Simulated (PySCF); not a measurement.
Mapped SMILES: `[CH3:1][P@:2](=[O:3])([OH:4])[c:5]1[cH:6][cH:7][cH:8][cH:9][c:10]1[F:11]`; H(Xn) means a hydrogen on atom n.

PySCF calculation with PBE0/pcSseg-1 with gauge-including orbitals and structure optimised with GFN2-xTB; no solvent, one averaged value for each set of equivalent atoms, non-relativistic, single conformer.

Question: Predict the 2D correlation tables (HSQC, COSY, HMBC).

Answer: 

HSQC (one-bond C–H):
```csv
δH,δC
8.21 (H(C6)),138.9 (C6)
7.79 (H(C8)),139.8 (C8)
7.53 (H(C7)),129.1 (C7)
7.35 (H(C9)),120.9 (C9)
1.78 (H(C1)),21.8 (C1)
```

COSY cross peaks (H two or three bonds apart, from the bond graph; peaks can be absent where the dihedral angle is near 90°):
```csv
δH,δH
8.21 (H(C6)),7.53 (H(C7))
7.79 (H(C8)),7.53 (H(C7))
7.79 (H(C8)),7.35 (H(C9))
```

HMBC (two and three bonds, from the bond graph):
```csv
δH,δC
8.21 (H(C6)),"172.5 (C10), 139.8 (C8), 129.1 (C7), 128.4 (C5)"
7.79 (H(C8)),"172.5 (C10), 138.9 (C6), 129.1 (C7), 120.9 (C9)"
7.53 (H(C7)),"139.8 (C8), 138.9 (C6), 128.4 (C5), 120.9 (C9)"
7.35 (H(C9)),"172.5 (C10), 139.8 (C8), 129.1 (C7), 128.4 (C5)"
1.78 (H(C1)),128.4 (C5)
```

Scale: TMS for $^{1}$H, $^{13}$C (reference shieldings calculated alike).

The OH or NH signal is concentration- and solvent-dependent in practice; the value given is the gas-phase one. Shifts are as computed. Against solution values, carbons near 30 ppm lie about +3 ppm off and those near 130 ppm about +5 ppm. Of 1211 compounds with measured shifts, 218 miss one by over three times the rms of a fit or turn the order of signals round; such compounds aren't used in these exercises.
